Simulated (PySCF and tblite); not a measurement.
Results of a calculation; reference values are marked as such.
System: C2H8OSSi, numbered as in [CH3:1][CH2:2][S@@:3](=[O:4])[SiH3:5].

Geometries: PBE0-D3(BJ)/def2-SVP; energies: PBE0/pcSseg-1 + D3(BJ); zero-point and thermal terms from GFN2-xTB harmonic modes (soft modes blended into free rotors). Rate constants are transition-state-theory values, counting equivalent paths, without tunnelling. (PySCF 2.14 with density fitting, tblite 0.8.)

Q: What barrier does the pyramidal inversion at S3 meet, and how fast is it at 298 K?

A: The electronic barrier is 26.5 kcal/mol and ΔG‡(298 K) 25.3 kcal/mol, over a C1 saddle with an imaginary mode of 493i cm⁻¹ (GFN2-xTB). With 1 equivalent path, k is 1.9×10⁻⁶ s⁻¹, a mean lifetime of the start of 6.1 days against this motion. The end lies 0.4 kcal/mol below the start in free energy.
